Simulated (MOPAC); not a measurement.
Input file for MOPAC: PM6 on CH6OSi (a complex), monomers drawn apart or pushed together.

```
PM6 1SCF PRECISE CHARGE=0 THREADS=1
CH6OSi

Si     0.02133810 1     0.09222757 1     0.17658511 1
H     -0.65051746 1    -1.10977309 1     0.72361901 1
H      0.49347010 1     0.92815319 1     1.30420815 1
H     -0.93864319 1     0.86205424 1    -0.64424828 1
H      1.17498436 1    -0.32248442 1    -0.65109182 1
C     -0.29500754 1    -0.55212781 1     5.45391596 1
O      0.01915998 1    -0.00516965 1     6.47292048 1
H     -1.26872334 1    -0.36572414 1     4.96018731 1
H      0.36934908 1    -1.27728094 1     4.94469531 1
```

Program output:

```
*******************************************************************************
 **                                                                           **
 **                              MOPAC v23.2.5                                **
 **                                                                           **
 *******************************************************************************
 ** MOPAC's Digital Object Identifier: https://doi.org/10.5281/zenodo.6511958 **
 **                                                                           **
 ** Please cite the open-source release paper for use of this MOPAC version:  **
 ** J. E. Moussa and J. J. P. Stewart (2026)                                  **
 ** MOPAC: An open-source semiempirical molecular orbital program             **
 ** J. Open Source Softw., 11(119), 8025, https://doi.org/10.21105/joss.08025 **
 *******************************************************************************

                              PM6 CALCULATION RESULTS

 *******************************************************************************
 *  PM6        - The PM6 Hamiltonian to be used
 *
 *
 *
 *                 CHARGE ON SYSTEM = 0
 *
 *
 *
 *  PRECISE    - TIGHTER CRITERIA TO BE USED
 *  1SCF       - DO 1 SCF AND THEN STOP
 *  THREADS=1  - MULTI-THREADING NOT USED
 *  T=         - A TIME OF 172800.0 SECONDS REQUESTED
 *  DUMP=N     - RESTART FILE WRITTEN EVERY 7200.0 SECONDS REQUESTED
 *******************************************************************************
PM6 1SCF PRECISE CHARGE=0 THREADS=1
 CH6OSi

   ATOM   CHEMICAL          X               Y               Z
  NUMBER   SYMBOL      (ANGSTROMS)     (ANGSTROMS)     (ANGSTROMS)

     1      Si          0.02133810  *   0.09222757  *   0.17658511  *
     2       H         -0.65051746  *  -1.10977309  *   0.72361901  *
     3       H          0.49347010  *   0.92815319  *   1.30420815  *
     4       H         -0.93864319  *   0.86205424  *  -0.64424828  *
     5       H          1.17498436  *  -0.32248442  *  -0.65109182  *
     6       C         -0.29500754  *  -0.55212781  *   5.45391596  *
     7       O          0.01915998  *  -0.00516965  *   6.47292048  *
     8       H         -1.26872334  *  -0.36572414  *   4.96018731  *
     9       H          0.36934908  *  -1.27728094  *   4.94469531  *



          CARTESIAN COORDINATES

    NO.       ATOM           X           Y           Z

     1        Si          0.0213      0.0922      0.1766
     2         H         -0.6505     -1.1098      0.7236
     3         H          0.4935      0.9282      1.3042
     4         H         -0.9386      0.8621     -0.6442
     5         H          1.1750     -0.3225     -0.6511
     6         C         -0.2950     -0.5521      5.4539
     7         O          0.0192     -0.0052      6.4729
     8         H         -1.2687     -0.3657      4.9602
     9         H          0.3693     -1.2773      4.9447

 General Reference for PM6:
 "Optimization of Parameters for Semiempirical Methods V: Modification of NDDO Approximations
 and Application to 70 Elements", J. J. P. Stewart, J. Mol. Mod., 13, 1173-1213 (2007)
 URL: https://link.springer.com/article/10.1007/s00894-007-0233-4

           Empirical Formula: C H6 O Si  =     9 atoms



      MOLECULAR POINT GROUP   :   Cs


      RHF CALCULATION, NO. OF DOUBLY OCCUPIED LEVELS = 10


 -------------------------------------------------------------------------------
 PM6 1SCF PRECISE CHARGE=0 THREADS=1
 CH6OSi



     1SCF WAS SPECIFIED, SO BFGS WAS NOT USED
     SCF FIELD WAS ACHIEVED


                              PM6 CALCULATION
                                                       MOPAC v23.2.5 Linux




          FINAL HEAT OF FORMATION =        -13.34058 KCAL/MOL =     -55.81698 KJ/MOL


          COSMO AREA              =        138.63 SQUARE ANGSTROMS
          COSMO VOLUME            =        115.52 CUBIC ANGSTROMS

          IONIZATION POTENTIAL    =         10.173006 EV
          HOMO LUMO ENERGIES (EV) =        -10.173  0.118
          NO. OF FILLED LEVELS    =         10
          MOLECULAR WEIGHT        =         62.1433         POINT GROUP:  Cs

          MOLECULAR DIMENSIONS (Angstroms)

            Atom       Atom       Distance
            O     7    H     4     7.23350
            H     8    H     5     3.22375
            H     3    H     2     2.26710


          SCF CALCULATIONS        =          1





   ATOM   CHEMICAL          X               Y               Z
  NUMBER   SYMBOL      (ANGSTROMS)     (ANGSTROMS)     (ANGSTROMS)

     1      Si          0.02133810  *   0.09222757  *   0.17658511  *
     2       H         -0.65051746  *  -1.10977309  *   0.72361901  *
     3       H          0.49347010  *   0.92815319  *   1.30420815  *
     4       H         -0.93864319  *   0.86205424  *  -0.64424828  *
     5       H          1.17498436  *  -0.32248442  *  -0.65109182  *
     6       C         -0.29500754  *  -0.55212781  *   5.45391596  *
     7       O          0.01915998  *  -0.00516965  *   6.47292048  *
     8       H         -1.26872334  *  -0.36572414  *   4.96018731  *
     9       H          0.36934908  *  -1.27728094  *   4.94469531  *

                             CARTESIAN COORDINATES

   1   Si        0.021338100     0.092227570     0.176585110
   2    H       -0.650517460    -1.109773090     0.723619010
   3    H        0.493470100     0.928153190     1.304208150
   4    H       -0.938643190     0.862054240    -0.644248280
   5    H        1.174984360    -0.322484420    -0.651091820
   6    C       -0.295007540    -0.552127810     5.453915960
   7    O        0.019159980    -0.005169650     6.472920480
   8    H       -1.268723340    -0.365724140     4.960187310
   9    H        0.369349080    -1.277280940     4.944695310


           Empirical Formula: C H6 O Si  =     9 atoms



      MOLECULAR POINT GROUP   :   Cs


                  EIGENVALUES
 -32.25346 -23.45853 -19.56800 -17.19280 -15.07250 -14.88830 -11.95789 -11.94659
 -11.93743 -10.17301   0.11751   0.67275   0.67458   0.68211   1.36360   1.36994
   2.79729   4.07907   4.34181   4.36325   4.38782   4.51642   4.72318


              NET ATOMIC CHARGES AND DIPOLE CONTRIBUTIONS

  ATOM NO.   TYPE          CHARGE      No. of ELECS.   s-Pop       p-Pop       d-Pop
    1         Si           0.117881        3.8821     1.23171     2.13829     0.51212
    2          H          -0.032481        1.0325     1.03248
    3          H          -0.030801        1.0308     1.03080
    4          H          -0.027294        1.0273     1.02729
    5          H          -0.027309        1.0273     1.02731
    6          C           0.237541        3.7625     1.14544     2.61702
    7          O          -0.421476        6.4215     1.84605     4.57542
    8          H           0.091978        0.9080     0.90802
    9          H           0.091961        0.9080     0.90804
 DIPOLE           X         Y         Z       TOTAL
 POINT-CHG.    -0.763    -1.328    -2.542     2.968
 HYBRID         0.051     0.090     0.110     0.151
 SUM           -0.712    -1.238    -2.432     2.820


          ATOMIC ORBITAL ELECTRON POPULATIONS

     Atom    s        px        py        pz      x^2-y^2     xz        z^2       yz        xy
    1 Si   1.23171   0.71380   0.70935   0.71514   0.05310   0.15618   0.02930   0.14735   0.12619
    2  H   1.03248
    3  H   1.03080
    4  H   1.02729
    5  H   1.02731
    6  C   1.14544   0.98335   0.80294   0.83073
    7  O   1.84605   1.78921   1.47356   1.31266
    8  H   0.90802
    9  H   0.90804

 **********************
 *                    *
 * JOB ENDED NORMALLY *
 *                    *
 **********************




 == MOPAC DONE ==
```

The run finished.

Cost: about 0.03 core-seconds (a rough figure).
